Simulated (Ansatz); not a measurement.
Species: C$_{4}$H$_{12}$Si, charge 0, multiplicity 1. 
Geometry from a B3LYP-D3(BJ)/def2-TZVP (Ansatz, a first-principles code) optimisation:
SMILES: C[Si](C)(C)C
```xyz
17

Si     0.0000     0.0000     0.0000
C     -1.1396    -0.5879     1.3747
C      1.1691     1.3098     0.6723
C      0.9968    -1.4542    -0.6525
C     -1.0263     0.7324    -1.3945
H     -0.5712    -1.0198     2.2018
H     -1.7338     0.2368     1.7754
H     -1.8328    -1.3516     1.0140
H      1.7807     0.9134     1.4863
H      1.8458     1.6721    -0.1051
H      0.6181     2.1700     1.0599
H      1.6052    -1.9023     0.1367
H      0.3436    -2.2341    -1.0511
H      1.6704    -1.1436    -1.4547
H     -1.7173    -0.0066    -1.8069
H     -1.6183     1.5818    -1.0456
H     -0.3905     1.0839    -2.2106
```

Quantity: atomisation energy (electronic, to ground-state atoms); the coupled-cluster value holds the core correlation from cc-pwCVTZ, in eV. Cores are frozen in the correlated levels unless marked. Open shells are spin-unrestricted. No spin-orbit coupling. Non-relativistic. Basis-set limits of correlation are two-point, X^-3; Hartree-Fock from the larger set.

Level to compare with: CCSD(T)/CBS(cc-pV(T+d)Z,cc-pV(Q+d)Z) plus the core term (Ansatz), 67.09 eV. It is a level with limits of its own, and the differences hold the functionals' basis error too.

Rank these functionals by how close they come to CCSD(T)/CBS(cc-pV(T+d)Z,cc-pV(Q+d)Z), closest first: r2SCAN/def2-TZVPD (Ansatz); BLYP/def2-TZVPD (Ansatz); LC-wPBE/def2-TZVPD (Ansatz).

r2SCAN/def2-TZVPD (meta-GGA, 66.83 eV, difference -0.26), LC-wPBE/def2-TZVPD (range-separated hybrid, 66.57 eV, difference -0.52), BLYP/def2-TZVPD (GGA, 65.49 eV, difference -1.60)
